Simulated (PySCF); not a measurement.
## Radial density of Br²⁺ (bromine, charge +2)

BLYP, [Ar] 3d10 4s1 4p3 4d1, high-spin 6D determinant (an excited configuration). All numbers are calculated (PySCF 2.14, a scalar-relativistic core potential, in aug-cc-pwCVDZ-PP with ECP10MDF (6s5p4d1f, 48 functions)). This is the valence pseudo-density: the core potential removes the inner electrons and smooths the orbitals near the nucleus.

| r (bohr) | 4πr²ρ (e/bohr) | 4πr²(ρα − ρβ) |
| --- | --- | --- |
| 0.000635 | 2.164e-05 | 0.0000 |
| 0.00107 | 6.114e-05 | 0.0000 |
| 0.00180 | 0.0001722 | 0.0000 |
| 0.00302 | 0.0004813 | 0.0000 |
| 0.00508 | 0.001316 | 0.0001 |
| 0.00855 | 0.003395 | 0.0003 |
| 0.0144 | 0.007651 | 0.0008 |
| 0.0242 | 0.01414 | 0.0014 |
| 0.0407 | 0.02945 | 0.0021 |
| 0.0684 | 0.1518 | 0.0034 |
| 0.115 | 1.259 | 0.0124 |
| 0.194 | 7.395 | 0.0982 |
| 0.326 | 25.83 | 0.5889 |
| 0.548 | 31.38 | 0.3219 |
| 0.921 | 8.726 | 0.8438 |
| 1.55 | 3.547 | 3.1858 |
| 2.61 | 1.197 | 1.1952 |
| 4.38 | 0.09187 | 0.0919 |
| 7.37 | 5.677e-05 | 0.0001 |

Energies and moments cover only the electrons outside the core potential. The outer electron is Rydberg-like, and this basis confines it to a smaller radius and binds it less than a complete one would.
